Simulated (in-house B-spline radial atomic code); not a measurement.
A run on Cl (an excited or competing configuration) that did not converge. Method: non-relativistic wB97X, spin-polarised, spherical fractional occupations, exact exchange averaged over the configuration, point nucleus; computed with an all-electron radial atomic-structure program (B-spline basis).

Command:
```bash
python run_scf.py task.json out
```
Settings:
```
Z                17
configuration    [He] 2s2 2p5 3s2 3p5 4f1
hamiltonian      nr
method           wb97x
spin_polarised   True
exact_exchange   averaged over the configuration
```

First and last ten iterations of the last attempt (damped for 15 steps, keeping 80 % of the old Fock matrix, then DIIS):
```
 iter        energy (Eh)    residual
    1        -447.993585    3.53e-01
    2        -451.119518    8.51e-01
    3        -451.655896    3.91e-01
    4        -451.974757    3.34e-01
    5        -452.166482    2.89e-01
    6        -452.282434    2.52e-01
    7        -452.354498    2.21e-01
    8        -452.400433    1.96e-01
    9        -452.429732    1.75e-01
   10        -452.449482    1.58e-01
  111        -452.482322    2.70e-03
  112        -452.485179    1.70e-03
  113        -452.483987    1.60e-03
  114        -452.485375    2.04e-03
  115        -452.484124    2.26e-03
  116        -452.483404    2.15e-03
  117        -452.483946    1.81e-03
  118        -452.485110    1.96e-03
  119        -452.485534    1.34e-03
  120        -452.482943    1.88e-03
 not converged after 120 iterations
```

The smallest residual met was 8.0e-04; the threshold is about 2e-07. No energy from this run should be used. Run time, properties included: 14 s on 1 thread of Arm Neoverse N1 (shared host).
